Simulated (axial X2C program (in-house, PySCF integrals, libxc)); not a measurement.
**WF⁺: from the spin-free to the two-component result**

Computed with an in-house all-electron X2C program for linear molecules (integrals from PySCF). Spin-free means the one-electron spin-free X2C Hamiltonian; two-component (2c) means X2C with spin–orbit coupling and atomic mean-field two-electron Coulomb and Gaunt terms, so the difference of the two also holds small scalar two-electron terms. Basis: W dyall-cv3z [13s14p9d7f4g], F dyall-av3z [7s6p3d2f] (cores contracted in-house); Gaussian nuclei, density fitting, unrestricted open shells. Masses: W 183.951 u, F 18.998 u.

Spin-free state: M_S = 2, Λ = 1 (beyond evenly filled blocks: σα, π+α, δ+α, δ-α); fragments W+ + F.

```
  level  Re (Å)  ωe (cm⁻¹)  De (eV)  μ (D)
   PBE0   1.779      798.5    5.055  -2.99
     HF   1.797      780.7    2.653  -4.19
    MP2   1.796      780.1    5.210    n/a
   CCSD   1.796      781.8    4.738    n/a
CCSD(T)   1.800      776.6    4.954    n/a
```

Correlated methods: 12 electrons correlated (number of frozen shells: W 5 s, 4 p, 2 d, 1 f; F 1 s), 314 virtual spin orbitals or spinors in MP2, 90 natural virtuals in coupled cluster.

Dipoles are positive if F is the positive end and refer to the centre of mass.

Two-component determinant lowest at the distance of the search:

Ω = 1 (⟨Sz⟩ = 1.97, ⟨Lz⟩ = -0.97 at HF); fragments W+ + F.

```json
{"level": "PBE0", "Re (Å)": "1.779", "ωe (cm⁻¹)": "795.9", "μ (D)": "-2.98"}
{"level": "HF", "Re (Å)": "1.796", "ωe (cm⁻¹)": "778.4", "μ (D)": "-4.13"}
{"level": "MP2", "Re (Å)": "1.796", "ωe (cm⁻¹)": "776.5", "μ (D)": "n/a"}
{"level": "CCSD", "Re (Å)": "1.797", "ωe (cm⁻¹)": "778.0", "μ (D)": "n/a"}
{"level": "CCSD(T)", "Re (Å)": "1.800", "ωe (cm⁻¹)": "773.0", "μ (D)": "n/a"}
```

Q: From the two tables, how do the constants change at the CCSD(T) level (2c against spin-free)?

A: At the CCSD(T) level Re is unchanged within 0.001 Å and ωe goes down by 3.6 cm⁻¹.

The state is a single determinant with fixed occupations, the lowest that a limited PBE0 search found. De is counted from the lowest determinant-based energies of the atoms at the same level, without counterpoise correction. De is not given where an atomic determinant may have missed its ground term or J level, or where the truncated virtual space spoils (T). Density functionals use the spin component along the axis (collinear). CCSD and (T) use frozen natural virtuals with an MP2 correction for the truncation; (T) itself is uncorrected, so its De runs slightly low. The functionals have no current-density term, which raises determinants with orbital currents, atoms included. With several unpaired electrons one determinant need not be a pure state. Open-shell Ω = 0 determinants with evenly filled partner blocks cannot be reached by this program, so the Ω shown need not be the lowest component. With the outer-core shells frozen, correlated bond lengths of heavy atoms tend to come out a few hundredths of an ångström too long.
